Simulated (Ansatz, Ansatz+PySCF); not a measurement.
```xyz
5

C    -0.0029   -0.0458   -0.6317
N     0.0249   -0.0982    0.6485
H     0.0352    0.9194    1.0597
H    -0.0159   -0.9979   -1.1867
H    -0.0394    0.8813   -1.2322
```

Basis set: def2-SVP (spherical functions). Left uncorrelated: 2 orbitals. Charge 0, multiplicity 1.

Computed with Ansatz (development build ahead of 0.2.0); each method stands on the lowest determinant of its kind that the runs found. Restricted open shells among the atoms or ions are ROHF, correlated in semicanonical orbitals with singles. Restricted functionals stand beside restricted open-shell atoms, which can lie above the unrestricted atoms usual in DFT and then raise those values.

**Question.** Give the atomization energy at this shape (free ground-state atoms in the same class of orbitals less the molecule, no zero-point energy) of singlet CH₃N by ωB97X (restricted), ωB97X (unrestricted), r²SCAN (unrestricted), r²SCAN (restricted), PBE0 (unrestricted), PBE0 (restricted), PBE (unrestricted), PBE (restricted), RHF-CCSD(T), RHF-MP2, UHF-MP2, UHF, RHF.

**Answer.**

```csv
method,atomization energy
ωB97X (restricted),19.01 eV
ωB97X (unrestricted),18.84 eV
r²SCAN (unrestricted),18.80 eV
r²SCAN (restricted),18.95 eV
PBE0 (unrestricted),18.96 eV
PBE0 (restricted),19.04 eV
PBE (unrestricted),19.55 eV
PBE (restricted),19.62 eV
RHF-CCSD(T),17.87 eV
RHF-MP2,17.94 eV
UHF-MP2,17.74 eV
UHF,12.87 eV
RHF,13.07 eV
```

Caution for UHF-MP2: another reference gives a lower total.
